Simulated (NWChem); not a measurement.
System: C3H7FSi; SMILES C/C=C/[SiH2]F

NWChem input:

```
start job
memory heap 200 mb stack 900 mb global 1100 mb
geometry units angstroms noautosym nocenter noautoz
  C      0.294636     2.936538     0.069872
  C     -0.246739     1.542737     0.200299
  C      0.308771     0.429226    -0.307439
  Si    -0.480511    -1.234005    -0.105645
  F      0.411272    -2.197124     0.846829
  H      1.227052     2.958104    -0.503018
  H      0.485133     3.373421     1.059488
  H     -0.432825     3.593494    -0.425842
  H     -1.178810     1.457904     0.763934
  H      1.242406     0.531311    -0.865456
  H     -0.619173    -1.936261    -1.409375
  H     -1.813067    -1.049533     0.528889
end
basis spherical
  C library 6-31g*
  Si library 6-31g*
  F library 6-31g*
  H library 6-31g*
end
dft
  xc xpbe96 cpbe96
  iterations 150
end
property
  shielding
end
task dft property
```

Excerpt of the output:

```
             Northwest Computational Chemistry Package (NWChem) 7.3.0
             --------------------------------------------------------

                             Geometry "geometry" -> ""
                             -------------------------

 Output coordinates in angstroms (scale by  1.889725989 to convert to a.u.)

  No.       Tag          Charge          X              Y              Z
 ---- ---------------- ---------- -------------- -------------- --------------
    1 C                    6.0000     0.29463600     2.93653800     0.06987200
    2 C                    6.0000    -0.24673900     1.54273700     0.20029900
    3 C                    6.0000     0.30877100     0.42922600    -0.30743900
    4 Si                  14.0000    -0.48051100    -1.23400500    -0.10564500
    5 F                    9.0000     0.41127200    -2.19712400     0.84682900
    6 H                    1.0000     1.22705200     2.95810400    -0.50301800
    7 H                    1.0000     0.48513300     3.37342100     1.05948800
    8 H                    1.0000    -0.43282500     3.59349400    -0.42584200
    9 H                    1.0000    -1.17881000     1.45790400     0.76393400
   10 H                    1.0000     1.24240600     0.53131100    -0.86545600
   11 H                    1.0000    -0.61917300    -1.93626100    -1.40937500
   12 H                    1.0000    -1.81306700    -1.04953300     0.52888900

 Effective nuclear repulsion energy (a.u.)     214.5136920595

  pbe96 is a nonlocal functional; adding pw91lda local functional.
                              NWChem Property Module
                              ----------------------

  itol2e modified to match energy
  convergence criterion.

                                 NWChem DFT Module
                                 -----------------

 Summary of "ao basis" -> "ao basis" (spherical)
 ------------------------------------------------------------------------------
       Tag                 Description            Shells   Functions and Types
 ---------------- ------------------------------  ------  ---------------------
 C                           6-31g*                  6       14   3s2p1d
 Si                          6-31g*                  8       18   4s3p1d
 F                           6-31g*                  6       14   3s2p1d
 H                           6-31g*                  2        2   2s

  itol2e modified to match energy
  convergence criterion.

            General Information
            -------------------
          SCF calculation type: DFT
          Wavefunction type:  closed shell.
          No. of atoms     :    12
          No. of electrons :    48
           Alpha electrons :    24
            Beta electrons :    24
          Charge           :     0
          Spin multiplicity:     1
          Use of symmetry is: off; symmetry adaption is: off
          Maximum number of iterations: 150
          AO basis - number of functions:    88
                     number of shells:    46
          Convergence on energy requested:  1.00D-07
          Convergence on density requested:  1.00D-05
          Convergence on gradient requested:  5.00D-04

              XC Information
              --------------
          PerdewBurkeErnzerhof Exchange Functional  1.000
            Perdew 1991 LDA Correlation Functional  1.000 local
           PerdewBurkeErnz. Correlation Functional  1.000 non-local

[...]

          -----------------------------------------
          Chemical Shielding Tensors (GIAO, in ppm)
          -----------------------------------------

                                NWChem CPHF Module
                                ------------------

  scftype          =     RHF
  nclosed          =       24
  nopen            =        0
  variables        =     1536
  # of vectors     =        3
  tolerance        = 0.10D-03
  level shift      = 0.00D+00
  max iterations   =       50
  max subspace     =       30

 SCF residual:    1.0031141448114335E-004

Iterative solution of linear equations
  No. of variables     1536
  No. of equations        3
  Maximum subspace       30
        Iterations       50
       Convergence  1.0D-04

   iter   nsub   residual    time
   ----  ------  --------  ---------
     1      3    5.33D-05      34.1

      Atom:    1  C
        Diamagnetic
    249.3689      3.3652     -0.4919
      3.3652    258.8939     -0.4681
     -0.4919     -0.4681    247.9332

        Paramagnetic
    -87.6451      9.9482     -1.4890
      9.9482    -77.4478     -3.9918
     -1.4890     -3.9918    -91.8952

        Total Shielding Tensor
    161.7237     13.3134     -1.9810
     13.3134    181.4460     -4.4600
     -1.9810     -4.4600    156.0380

           isotropic =     166.4026
          anisotropy =      33.7104

          Principal Components and Axis System
                 1           2           3
              188.8762    155.4437    154.8879

      1         0.4441      0.4887      0.7510
      2         0.8839     -0.1016     -0.4566
      3        -0.1468      0.8665     -0.4771

      Atom:    2  C
        Diamagnetic
    248.8161      3.1621     -7.3411
      3.1621    268.8400      3.8105
     -7.3411      3.8105    241.4577

        Paramagnetic
   -243.9825    -44.6802     94.9815
    -44.6802   -244.0483     -1.7397
     94.9815     -1.7397   -134.2778

        Total Shielding Tensor
      4.8335    -41.5181     87.6404
    -41.5181     24.7917      2.0708
     87.6404      2.0708    107.1799

           isotropic =      45.6017
          anisotropy =     171.9865

          Principal Components and Axis System
                 1           2           3
              160.2594    -61.6528     38.1986

      1         0.5151      0.8115     -0.2761
      2        -0.1449      0.3999      0.9050
      3         0.8448     -0.4261      0.3236

      Atom:    3  C
        Diamagnetic
    255.4718      3.9285     -7.6401
      3.9285    270.6264      3.0095
     -7.6401      3.0095    246.7612

        Paramagnetic
   -216.6329    -36.4764     86.0407
    -36.4764   -209.1176     -2.0081
     86.0407     -2.0081   -131.4312

        Total Shielding Tensor
     38.8389    -32.5479     78.4006
    -32.5479     61.5088      1.0015
     78.4006      1.0015    115.3299

           isotropic =      71.8925
          anisotropy =     142.6286

          Principal Components and Axis System
                 1           2           3
              166.9783     68.7303    -20.0309

      1         0.5445     -0.1967      0.8154
      2        -0.1602      0.9298      0.3313
      3         0.8234      0.3110     -0.4747

      Atom:    4  Si
        Diamagnetic
    880.8922     -0.9500      1.8701
     -0.9500    885.4887     -2.6000
      1.8701     -2.6000    879.9437

        Paramagnetic
   -493.1106    -23.3305     11.3791
    -23.3305   -486.4575    -24.3627
     11.3791    -24.3627   -517.1803

        Total Shielding Tensor
    387.7816    -24.2806     13.2492
    -24.2806    399.0312    -26.9627
     13.2492    -26.9627    362.7635

           isotropic =     383.1921
          anisotropy =      71.8100

          Principal Components and Axis System
                 1           2           3
              431.0654    370.1098    348.4010

      1        -0.5385      0.8426     -0.0102
      2         0.7429      0.4804      0.4662
      3        -0.3977     -0.2435      0.8846

      Atom:    5  F
        Diamagnetic
    468.9424     -9.7602      9.9287
     -9.7602    472.7818    -11.3442
      9.9287    -11.3442    470.0395

        Paramagnetic
   -104.5140     33.0594    -13.4416
     33.0594    -81.6045     10.9719
    -13.4416     10.9719   -126.4659

        Total Shielding Tensor
    364.4284     23.2992     -3.5129
     23.2992    391.1773     -0.3723
     -3.5129     -0.3723    343.5736

           isotropic =     366.3931
          anisotropy =      57.5187

          Principal Components and Axis System
                 1           2           3
              404.7389    351.9056    342.5348

      1         0.5024      0.8131      0.2940
      2         0.8640     -0.4855     -0.1336
      3        -0.0341     -0.3211      0.9464

      Atom:    6  H
        Diamagnetic
     34.6658      3.1049     -6.8543
      3.1049     28.5934     -1.0878
     -6.8543     -1.0878     26.8876

        Paramagnetic
     -2.7921     -1.9449      4.1099
     -1.9449      1.6211      0.7491
      4.1099      0.7491      2.0203

        Total Shielding Tensor
     31.8737      1.1600     -2.7444
      1.1600     30.2146     -0.3387
     -2.7444     -0.3387     28.9079

           isotropic =      30.3321
          anisotropy =       5.3287

          Principal Components and Axis System
                 1           2           3
               33.8845     29.8736     27.2381

      1         0.8251     -0.2049      0.5265
      2         0.3047      0.9462     -0.1092
      3        -0.4758      0.2506      0.8431

      Atom:    7  H
        Diamagnetic
     24.0250      2.4069      2.6638
      2.4069     30.2209      6.6203
      2.6638      6.6203     34.4947

        Paramagnetic
      3.7306     -1.0286     -1.8897
     -1.0286      0.3524     -3.4531
     -1.8897     -3.4531     -2.6485

        Total Shielding Tensor
     27.7556      1.3783      0.7741
      1.3783     30.5733      3.1672
      0.7741      3.1672     31.8461

[...]
```

Level: PBE/6-31G* (spherical d), GIAO. Structure relaxed at the B3LYP/6-31G* (spherical d) level. The printed shielding anisotropy is the first printed principal value minus the mean of the other two.
